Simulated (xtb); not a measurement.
C5H12Si, charge -1, doublet, from a rough starting geometry (a state made from the parent by changing its charge; the spin is typed, not shown lowest); GFN2-xTB (xtb).

xtb was given this input:
```
$ xtb mol.xyz --gfn 2 --chrg -1 --uhf 1 --opt vtight --json

# file mol.xyz
18

C      2.20943325    -0.88857205     1.04467039
C      1.57244455     0.21387950     0.64218651
Si    -0.19984508     0.13856660    -0.13542142
C     -0.62731418     1.94975517    -0.67237657
C     -1.43154943    -0.34120167     1.20887670
C     -0.26725161    -1.01815366    -1.58553528
H      3.15380667    -0.82682311     1.55208014
H      1.73214822    -1.83119965     1.15671148
H      2.09264919     1.13300889     0.54275358
H     -1.65615239     1.99975685    -1.11282211
H      0.03966529     2.28363467    -1.48271135
H     -0.57417538     2.61782622     0.12355809
H     -1.36373104     0.27378049     2.03844120
H     -2.40830199    -0.40030025     0.85023806
H     -1.18129086    -1.41662463     1.58719511
H      0.44281644    -0.76008542    -2.35199788
H     -0.01126088    -2.04909010    -1.32788622
H     -1.25158691    -1.03390895    -2.01349989
```

It wrote (shortened):

```
   ID    Z sym.   atoms
    1    6 C      1, 2, 4-6
    2   14 Si     3
    3    1 H      7-18

           -------------------------------------------------
          |                Calculation Setup                |
           -------------------------------------------------

           -------------------------------------------------
          |                 G F N 2 - x T B                 |
           -------------------------------------------------

          ...................................................
          :                      SETUP                      :
          :.................................................:
          :  # basis functions                  42          :
          :  # atomic orbitals                  41          :
          :  # shells                           25          :
          :  # electrons                        37          :
          :  max. iterations                   250          :
          :  Hamiltonian                  GFN2-xTB          :
          :  restarted?                      false          :
          :  GBSA solvation                  false          :
          :  PC potential                    false          :
          :  electronic temp.          300.0000000     K    :
          :  accuracy                    1.0000000          :
          :  -> integral cutoff          0.2500000E+02      :
          :  -> integral neglect         0.1000000E-07      :
          :  -> SCF convergence          0.1000000E-05 Eh   :
          :  -> wf. convergence          0.1000000E-03 e    :
          :  Broyden damping             0.4000000          :
          :  net charge                         -1          :
          :  unpaired electrons                  1          :
          ...................................................

 iter      E             dE          RMSdq      gap      omega  full diag
   1    -18.7852890 -0.187853E+02  0.370E+00    2.54       0.0  T
   2    -18.8270388 -0.417498E-01  0.496E+00    0.68       1.0  T
   3    -18.8710418 -0.440029E-01  0.419E+00    0.90       1.0  T
   4    -18.8229998  0.480420E-01  0.313E+00    0.70       1.0  T
   5    -18.8975489 -0.745491E-01  0.794E-01    1.34       1.0  T
   6    -18.8987399 -0.119095E-02  0.322E-01    1.35       1.0  T
   7    -18.8989865 -0.246649E-03  0.728E-02    1.41       1.0  T
   8    -18.8989833  0.321762E-05  0.402E-02    1.43       1.0  T
   9    -18.8989945 -0.111851E-04  0.188E-02    1.43       1.3  T
[...]
 * total energy  :   -18.6096111 Eh     change       -0.4796739E-06 Eh
 * total energy  :   -18.6096116 Eh     change       -0.4782701E-06 Eh
 * total energy  :   -18.6096120 Eh     change       -0.4112165E-06 Eh
 * total energy  :   -18.6096124 Eh     change       -0.3461156E-06 Eh
 * total energy  :   -18.6096126 Eh     change       -0.2854859E-06 Eh
 * total energy  :   -18.6096129 Eh     change       -0.2595528E-06 Eh
 * total energy  :   -18.6096132 Eh     change       -0.2642278E-06 Eh
 * total energy  :   -18.6096135 Eh     change       -0.3036720E-06 Eh
 * total energy  :   -18.6096139 Eh     change       -0.3816732E-06 Eh
 * total energy  :   -18.6096143 Eh     change       -0.4800732E-06 Eh
 * total energy  :   -18.6096149 Eh     change       -0.6067951E-06 Eh
 * total energy  :   -18.6096150 Eh     change       -0.5411135E-07 Eh
   *** GEOMETRY OPTIMIZATION CONVERGED AFTER 122 ITERATIONS ***
         :: total energy             -18.609614998827 Eh    ::
[...]
     #   Z sym  total        # sym  WBO       # sym  WBO       # sym  WBO
 ---------------------------------------------------------------------------
     1   6 C    3.662 --     2 C    1.519     8 H    0.983     7 H    0.979
                             3 Si   0.151
     2   6 C    3.898 --     1 C    1.519     3 Si   1.271     9 H    0.971
     3  14 Si   3.788 --     2 C    1.271     5 C    0.805     6 C    0.802
                             4 C    0.795     1 C    0.151
     4   6 C    3.937 --    12 H    1.010    11 H    1.009    10 H    1.007
                             3 Si   0.795
     5   6 C    3.938 --    15 H    1.007    13 H    1.001    14 H    0.997
                             3 Si   0.805
     6   6 C    3.934 --    17 H    1.002    16 H    0.998    18 H    0.993
                             3 Si   0.802
     7   1 H    0.995 --     1 C    0.979
     8   1 H    0.995 --     1 C    0.983
     9   1 H    0.998 --     2 C    0.971
    10   1 H    0.999 --     4 C    1.007
    11   1 H    0.998 --     4 C    1.009
    12   1 H    0.999 --     4 C    1.010
    13   1 H    0.999 --     5 C    1.001
    14   1 H    0.999 --     5 C    0.997
    15   1 H    0.999 --     5 C    1.007
    16   1 H    0.999 --     6 C    0.998
    17   1 H    0.999 --     6 C    1.002
    18   1 H    0.999 --     6 C    0.993
 ---------------------------------------------------------------------------

Topologies differ in total number of bonds
Writing topology from bond orders to xtbtopo.mol

molecular dipole:
                 x           y           z       tot (Debye)
 q only:       -0.916       0.226      -0.549
   full:       -1.515       0.157      -0.756       4.321
molecular quadrupole (traceless):
                xx          xy          yy          xz          yz          zz
 q only:       -4.736       2.968       2.700      -6.839       2.946       2.036
  q+dip:       -4.186       3.437       2.914      -5.644       2.124       1.272
   full:       -5.478       2.982       4.375      -6.385       1.413       1.103

optimized geometry written to: xtbopt.xyz

           -------------------------------------------------
          | TOTAL ENERGY              -18.609614998827 Eh   |
          | GRADIENT NORM               0.000027591260 Eh/α |
          | HOMO-LUMO GAP               2.443863643646 eV   |
           -------------------------------------------------

normal termination of xtb
```
